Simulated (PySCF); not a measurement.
Nb(O)(OH)(NH2)2 (H5N2NbO2), SMILES [NH2][Nb]([NH2])(=[O])[OH], multiplicity 1.

Coordinates come from a PBE0-D3(BJ)/def2-SVP optimisation. The multiplicity is an assumed one; no other spin state was optimised. The structure was generated by enumeration; whether it is a known compound was not checked. The def2 effective core potentials stand for the cores of Nb; spin–orbit coupling is left out. Other conformers were not sampled.

Two levels are set side by side: PBE/def2-TZVP (PySCF) and B3LYP/def2-TZVP (PySCF). Same geometry, gas phase. Differences are taken from unrounded values.

```json
[
 {"quantity": "orbital gap (eV)", "B3LYP": "6.19"},
 {"quantity": "highest occupied level (eV)", "B3LYP": "-7.01"},
 {"quantity": "lowest empty level (eV)", "B3LYP": "-0.82"},
 {"quantity": "dipole moment (D)", "B3LYP": "2.37"},
 {"quantity": "mean polarisability (bohr³)", "B3LYP": "61.7"}
]
```

What does PBE give, and how far is it from B3LYP? (An estimate is asked for; the answer gives what the named calculation found.)


| quantity | PBE | PBE minus B3LYP |
|---|---|---|
| orbital gap (eV) | 4.41 | -1.78 |
| highest occupied level (eV) | -5.85 | 1.16 |
| lowest empty level (eV) | -1.44 | -0.62 |
| dipole moment (D) | 2.27 | -0.11 |
| mean polarisability (bohr³) | 64.1 | 2.4 |

Without exact exchange PBE keeps part of each electron's self-repulsion, which lifts occupied levels and narrows the gap. Loosely held outer electrons make PBE densities more polarisable. Differences between two approximate levels are no errors against the true value.

Rough cost on one machine, each run with all the roots and properties that it gave: B3LYP against PBE within a factor of 2.
